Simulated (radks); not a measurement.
Polarisability of the scandium ion Sc2+, [Ar] 3d1, at imaginary frequency. All-electron calculation, non-relativistic Kohn-Sham, LB94 model potential, spin-polarised, spherical densities, point nucleus; open shells are filled with parallel spins first. Program: a radial shooting solver on a logarithmic mesh with Libxc functionals. Response by self-consistent Sternheimer equations with the Hartree and adiabatic LDA kernel.

| w (hartree) | alpha1(iw) (bohr^3) |
|---|---|
| 0.00266 | 4.229 |
| 0.0143 | 4.227 |
| 0.0360 | 4.213 |
| 0.0697 | 4.171 |
| 0.118 | 4.074 |
| 0.186 | 3.893 |
| 0.280 | 3.618 |
| 0.413 | 3.259 |
| 0.605 | 2.820 |
| 0.892 | 2.282 |
| 1.35 | 1.645 |
| 2.12 | 0.9910 |
| 3.59 | 0.4695 |
| 6.94 | 0.1644 |
| 17.5 | 0.03645 |

Static values: alpha1 = 4.229 bohr^3 (0.6267 angstrom^3; uncoupled 5.788). C6 = 13.15, triple-dipole C9 = 37.47 atomic units. One-pole (London) frequency 4 C6 / (3 alpha1^2) = 0.980 hartree, against 0.948 for minus the highest occupied eigenvalue.
